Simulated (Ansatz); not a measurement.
## Cost against result

Saddle point of SiH$_{5}$ClOF$_{2}$, closed shell (SiH₂ClF ([F][SiH2][Cl]) + H₂O + HF → SiH₃ClO ([OH][SiH2][Cl]) + HF + HF; bonds formed: F2–H8, H6–F9; dative contacts that become bonds: Si1–O7; bonds broken: Si1–F2, H6–O7, H8–F9), PBE0-D4/def2-TZVP structure:

| atom | x (Å) | y (Å) | z (Å) |
| --- | --- | --- | --- |
| Si1 | -0.6668 | 0.7590 | 0.1612 |
| F2 | -1.0953 | -1.1389 | 0.0990 |
| H3 | -1.4510 | 0.8535 | -1.0754 |
| H4 | -1.2362 | 0.7168 | 1.5118 |
| Cl5 | 0.0701 | 2.7648 | 0.1986 |
| H6 | 1.1311 | -0.9742 | -0.2290 |
| O7 | 0.9569 | 0.1387 | -0.0039 |
| H8 | -0.2135 | -1.8046 | -0.1532 |
| F9 | 0.8667 | -2.1227 | -0.3818 |
| H10 | 1.6379 | 0.8077 | -0.1272 |

Barriers are electronic and count from the start structure reached by relaxing down the imaginary mode.

Computed with Ansatz 0.2.0 (basis: as named in each row); correlated methods freeze the cores. B3LYP uses VWN-RPA correlation. Extrapolation: Hartree–Fock as exp(−7.88 √X), correlation as X^−2.97.

Times are rough, for one single point on 8 threads of a shared host (Oxide Virtual Turin-like).

The estimate by CCSD(T) at an estimated basis limit (MP2 extrapolated from triple and quadruple zeta, plus CCSD(T) − MP2 in triple zeta) is 0.329 eV.

```csv
method,basis,time (s),barrier (eV),method less estimate
HF,STO-3G,under 1,-0.362,-0.691
PBE-D4,STO-3G,under 1,-1.262,-1.591
PBE-D4,def2-SVP,under 1,0.046,-0.283
SPW92,def2-SVP,under 1,-0.132,-0.461
B3LYP-D4,6-31G,1,0.110,-0.219
PBE0-D4,def2-SVP,1,0.135,-0.194
SPW92,def2-TZVPP,2,-0.052,-0.381
PBE-D4,def2-TZVPP,2,0.119,-0.210
BLYP-D4,def2-TZVPP,2,0.179,-0.150
B3LYP-D4,def2-TZVPP,2,0.235,-0.093
BHLYP-D4,def2-TZVPP,2,0.342,0.013
r2SCAN-D4,def2-TZVPP,2,0.170,-0.159
PBE0-D4,def2-TZVPP,2,0.203,-0.126
CAM-B3LYP-D4,def2-TZVPP,3,0.221,-0.108
r2SCAN0-D4,def2-TZVPP,3,0.229,-0.099
wB97M-V,def2-SVP,3,0.199,-0.130
PBE-QIDH,def2-TZVPP,4,0.256,-0.073
RPA on PBE,def2-TZVPP,4,0.240,-0.089
CCSD(T),def2-SVP,4,0.253,-0.076
wB97X-V,def2-TZVPP,4,0.250,-0.079
B97M-V,def2-TZVPP,4,0.370,0.041
B2PLYP,def2-TZVPP,4,0.258,-0.071
wB97M-V,def2-TZVPP,6,0.274,-0.055
MP2,def2-QZVPP,14,0.275,-0.054
CCSD(T),def2-TZVPP,88,0.282,-0.047
```

All methods are single points on the PBE0-D4 structures; a negative value means that the method puts the saddle structure below the start.

T1 diagnostic: at most 0.011.

Labels in which every atom is bracketed show which atoms are joined, not bond orders.
